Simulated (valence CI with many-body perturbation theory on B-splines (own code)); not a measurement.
# Sensitivity of CI+MBPT for Pm XXX

Calculated by configuration interaction combined with many-body perturbation theory (CI+MBPT): four valence electrons over a frozen Dirac-Fock core [Ar] 3d10, a basis of 6 s, 6 p, 5 d, 3 f, 1 g functions for each j, with the one-electron correlation potential Σ1, the two-electron term Σ2, the three-electron term Σ3, Breit, model QED; selected CI, second order for the rest, scaled by the run's own slope (own B-spline code, finite nucleus).

No measured spectrum was set against this ion. As an estimate, large intervals hold to a few tenths of a per cent, small ones and those within an open d or f shell to about a per cent.

The reference run has the lowest level (4s^2 4p1/2^2) J=0 and an ionisation energy of 1115.03 eV. Its largest variational space holds 9999 state functions.

Levels are named by their leading jj configuration (3d3/2^4 stands for four electrons in 3d with j = 3/2), which in mixed levels can hold well under half, so a name can repeat and another be missing. Letters in brackets count levels of one name in rising energy.

Changed runs:
A. correlating orbitals by l 3 3 3 2 1 → 1 2 5 3 1
B. size limit of the variational space 10000 → 1500; second order for the rest on → off
C. shift of the energy in Σ1 (hartree) 0 → 6.05
D. closed core [Ar] 3d10 → [Ar] 3d10 4s1 (bad on purpose)

Excitation energies of the reference run in cm⁻¹, and shifts in cm⁻¹:

| Level | Reference | A | B | C |
| --- | --- | --- | --- | --- |
| (4s^2 4p1/2 4p3/2) J=1 | 242686 | -1.5 | +120 | +77 |
| (4s^2 4p1/2 4p3/2) J=2 | 267986 | -5.7 | +352 | +79 |
| (4s^2 4p3/2^2) J=2 | 529733 | -7.7 | +227 | +157 |
| (4s^2 4p3/2^2) J=0 | 586689 | -14 | +8.0 | +159 |
| (4s 4p1/2^2 4p3/2) J=2 | 763273 | -16 | +568 | +42 |
| (4s 4p1/2^2 4p3/2) J=1 | 851262 | -24 | +502 | +46 |
| (4s 4p1/2 4p3/2^2) J=2 | 988034 | -18 | +458 | +110 |
| (4s 4p1/2 4p3/2^2) J=3 | 1036940 | -23 | +525 | +115 |
| (4s^2 4p1/2 4d3/2) J=2 [a] | 1088620 | -30 | +709 | +70 |
| (4s 4p1/2 4p3/2^2) J=0 | 1088920 | -28 | +5.2 | +118 |
| (4s 4p1/2 4p3/2^2) J=1 [a] | 1112590 | -29 | +475 | +119 |
| (4s 4p1/2 4p3/2^2) J=1 [b] | 1154170 | -36 | +586 | +115 |
| Ionisation energy (eV) | 1115.03 | +0.00033 | -0.00071 | +0.17 |

Run D: It gave no result: the perturbation theory needs a core of closed shells. The program said: "the core must hold closed shells only".
